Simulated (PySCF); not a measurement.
**Electron correlation in Sn³⁺ (tin, charge +3)**

Starting occupation: [Kr] 4d10 5s1, 5s1/2 with m_j = +1/2. Computed with PySCF 2.14 in x2c-TZVPall-2c, with X2C-1e with screened-nucleus spin-orbit coupling, Gaussian nucleus. Frozen: [Ar] 3d10; 19 electrons correlated; the 6 highest virtual spinors left out.

MP2 pair energies summed by pair of shells (mhartree):

```json
{"pair": "4d3/2-4d5/2", "energy": "-79.94", "share (%)": "25.3"}
{"pair": "4d5/2-4d5/2", "energy": "-57.75", "share (%)": "18.2"}
{"pair": "4d5/2-4p3/2", "energy": "-25.02", "share (%)": "7.9"}
{"pair": "4d3/2-4d3/2", "energy": "-24.46", "share (%)": "7.7"}
{"pair": "4d5/2-5s1/2", "energy": "-24.28", "share (%)": "7.7"}
{"pair": "4d3/2-4p3/2", "energy": "-16.87", "share (%)": "5.3"}
{"pair": "4d3/2-5s1/2", "energy": "-15.01", "share (%)": "4.7"}
{"pair": "4d5/2-4p1/2", "energy": "-12.41", "share (%)": "3.9"}
{"pair": "4p1/2-4p3/2", "energy": "-9.65", "share (%)": "3.0"}
{"pair": "4p3/2-4p3/2", "energy": "-9.51", "share (%)": "3.0"}
{"pair": "4d5/2-4s1/2", "energy": "-8.73", "share (%)": "2.8"}
{"pair": "4d3/2-4p1/2", "energy": "-7.96", "share (%)": "2.5"}
{"pair": "4p3/2-4s1/2", "energy": "-6.91", "share (%)": "2.2"}
{"pair": "4d3/2-4s1/2", "energy": "-5.80", "share (%)": "1.8"}
{"pair": "4p1/2-4s1/2", "energy": "-3.48", "share (%)": "1.1"}
{"pair": "4p3/2-5s1/2", "energy": "-3.02", "share (%)": "1.0"}
{"pair": "4p1/2-4p1/2", "energy": "-2.23", "share (%)": "0.7"}
{"pair": "4s1/2-4s1/2", "energy": "-1.68", "share (%)": "0.5"}
{"pair": "4p1/2-5s1/2", "energy": "-1.33", "share (%)": "0.4"}
{"pair": "4s1/2-5s1/2", "energy": "-0.46", "share (%)": "0.1"}
```

Total MP2 correlation energy: -316.49 mhartree.

This basis was not built for core-valence correlation, so the inner-shell part is incomplete.
